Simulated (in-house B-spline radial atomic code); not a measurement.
The outermost shell (largest non-relativistic mean radius) with and without relativity; Dirac values are averaged over j. Computed with a radial B-spline atomic code at the basis-set limit: non-relativistic Hartree-Fock and Dirac-Hartree-Fock, averages of the configuration (point nuclei without relativity, finite nuclei with it).

```
ion      configuration  outermost shell  radius non-relativistic (bohr)  radius Dirac (bohr)  radius change (%)  level non-relativistic (eV)  level Dirac (eV)  spin-orbit splitting (eV)
 Nb       [Kr] 4d4 5s1               5s                          4.2068               4.0509            -3.7068                       -5.306           -5.5929                          -
 Mo       [Kr] 4d5 5s1               5s                          4.0787               3.9149            -4.0159                       -5.454           -5.7701                          -
 Tc       [Kr] 4d5 5s2               5s                          3.6498               3.5308            -3.2606                       -6.394           -6.6786                          -
 Ru       [Kr] 4d7 5s1               5s                          3.8772               3.6971            -4.6439                       -5.698           -6.0737                          -
 Rh       [Kr] 4d8 5s1               5s                          3.7952               3.6068            -4.9635                       -5.803           -6.2079                          -
 Pd          [Kr] 4d10               4d                          1.5331               1.5504             1.1312                       -9.143            -8.928                     0.5648
 Ag      [Kr] 4d10 5s1               5s                          3.6565               3.4512            -5.6152                       -5.986           -6.4533                          -
 Cd      [Kr] 4d10 5s2               5s                          3.2375               3.0888            -4.5928                       -7.207           -7.6584                          -
 In  [Kr] 4d10 5s2 5p1               5p                          3.7779               3.7607           -0.45707                       -5.368           -5.3015                    0.26388
 Sn  [Kr] 4d10 5s2 5p2               5p                          3.2859               3.2627           -0.70549                       -6.764           -6.7147                       0.44
 Sb  [Kr] 4d10 5s2 5p3               5p                          2.9519               2.9278           -0.81579                       -8.143           -8.1059                    0.64319
 Te  [Kr] 4d10 5s2 5p4               5p                          2.7011               2.6771           -0.88625                       -9.540           -9.5151                    0.87551
  I  [Kr] 4d10 5s2 5p5               5p                          2.5018               2.4782             -0.942                      -10.971           -10.959                      1.139
 Xe  [Kr] 4d10 5s2 5p6               5p                           2.338               2.3148           -0.99172                      -12.444           -12.446                     1.4359
```
